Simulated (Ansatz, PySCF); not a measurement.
This Ansatz (a quantum-chemistry and plane-wave program) input computes a PBE0/def2-TZVPD energy:

Ansatz 0.2 input:
```yaml
crystal:
  periodic: [false, false, false]
  atoms:
    - {symbol: O, position_ang: [-0.00000000, -0.00000000, -1.28366142]}
    - {symbol: Ge, position_ang: [0.00000000, 0.00000000, 0.39126637]}
    - {symbol: H, position_ang: [-0.00000000, -0.00000000, -2.25123244]}
basis:
  gaussian:
    orbitals: def2-TZVPD
hamiltonian:
  xc: {name: PBE0}
total_charge: 1
output: {forces: true}
```

Write an input for the same energy in PySCF and say what it gives.


```python
from pyscf import gto, scf, dft

mol = gto.M(
    atom='''
    O    -0.00000000   -0.00000000   -1.28366142
    Ge    0.00000000    0.00000000    0.39126637
    H    -0.00000000   -0.00000000   -2.25123244
    ''',
    basis='def2-tzvpd',
    charge=1,
    spin=0,
    verbose=4,
)

mf = dft.RKS(mol, xc='pbe0').density_fit(auxbasis='def2-universal-jkfit')
mf.grids.level = 3
mf.conv_tol = 1e-9
mf.max_cycle = 100
mf.max_memory = 1500
mf.kernel()
if not mf.converged:
    mf = mf.newton()
    mf.kernel(mf.make_rdm1())
mf.analyze()
```
It gives -2152.24674 Eh, and Ansatz -2152.24669 Eh, a difference of 0.05 mEh, from the treatment of integrals and grids.

It need not be the lowest isomer of its formula.
